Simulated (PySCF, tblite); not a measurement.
Isomers of C5H13ClSSi2, one GFN2-xTB conformer each. Single-point energies are computed at PBE0/pcSseg-1 (PySCF, gas phase, no added dispersion term), electronic only.

| SMILES | GFN2-xTB relative energy (kcal/mol) |
| --- | --- |
| CC(=S)[C@H](Cl)[SiH2]CC[SiH3] | 49.1 |
| CC(C)/C([SiH3])=C/S[SiH2]Cl | 0.0 |
| C[SiH2]CS[Si@@H](Cl)C1CC1 | 15.2 |

Conformers: `[CH3:1][C:2](=[S:3])[C@H:4]([Cl:5])[SiH2:6][CH2:7][CH2:8][SiH3:9]` with C1–C2–C4–Cl5 27°, C2–C4–Si6–C7 -62°, C4–Si6–C7–C8 173°, Si6–C7–C8–Si9 180°; `[CH3:1][CH:2]([CH3:3])/[C:4]([SiH3:5])=[CH:6]/[S:7][SiH2:8][Cl:9]` with C1–C2–C4–Si5 60°, C4–C6–S7–Si8 157°, C6–S7–Si8–Cl9 178°; `[CH3:1][SiH2:2][CH2:3][S:4][Si@@H:5]([Cl:6])[CH:7]1[CH2:8][CH2:9]1` with C1–Si2–C3–S4 55°, Si2–C3–S4–Si5 78°, C3–S4–Si5–Cl6 38°, S4–Si5–C7–C8 105°.

Q: What does PBE0/pcSseg-1 give for the same structures?

A: 
```json
{"SMILES": "C[SiH2]CS[Si@@H](Cl)C1CC1", "PBE0/pcSseg-1 E (Eh)": "-1634.93823", "PBE0/pcSseg-1 (kcal/mol)": "0.0", "GFN2-xTB (kcal/mol)": "15.2", "point group": "C1"}
{"SMILES": "CC(C)/C([SiH3])=C/S[SiH2]Cl", "PBE0/pcSseg-1 E (Eh)": "-1634.91248", "PBE0/pcSseg-1 (kcal/mol)": "16.2", "GFN2-xTB (kcal/mol)": "0.0", "point group": "C1"}
{"SMILES": "CC(=S)[C@H](Cl)[SiH2]CC[SiH3]", "PBE0/pcSseg-1 E (Eh)": "-1634.85329", "PBE0/pcSseg-1 (kcal/mol)": "53.3", "GFN2-xTB (kcal/mol)": "49.1", "point group": "C1"}
```

GFN2-xTB puts CC(C)/C([SiH3])=C/S[SiH2]Cl lowest instead; measured from each level's own lowest isomer, the values differ by up to 16.2 kcal/mol (CC(C)/C([SiH3])=C/S[SiH2]Cl: 0.0 against 16.2). As drawn, the lowest has a three-membered ring, which the highest lacks; the highest has a C=S bond, which the lowest lacks.

Q: Which frontier levels, dipoles and rotational constants go with these structures?

A: 
| SMILES | HOMO (eV, PBE0/pcSseg-1) | LUMO (eV) | dipole (D) | A, B, C (MHz) |
| --- | --- | --- | --- | --- |
| C[SiH2]CS[Si@@H](Cl)C1CC1 | -6.80 | -0.06 | 1.09 | 1371, 453.4, 391.4 |
| CC(C)/C([SiH3])=C/S[SiH2]Cl | -6.66 | -0.63 | 2.54 | 1962, 318.0, 294.4 |
| CC(=S)[C@H](Cl)[SiH2]CC[SiH3] | -6.55 | -2.24 | 1.70 | 1261, 386.4, 317.9 |

Q: What happens when harmonic zero-point energies from GFN2-xTB frequencies are added?

A: 
```tsv
SMILES	ZPE (kcal/mol)	electronic (kcal/mol)	with ZPE (kcal/mol)
C[SiH2]CS[Si@@H](Cl)C1CC1	102.4	0.0	0.0
CC(C)/C([SiH3])=C/S[SiH2]Cl	99.7	16.2	13.5
CC(=S)[C@H](Cl)[SiH2]CC[SiH3]	98.4	53.3	49.4
```

The zero-point energies span 4.0 kcal/mol. The order is unchanged.
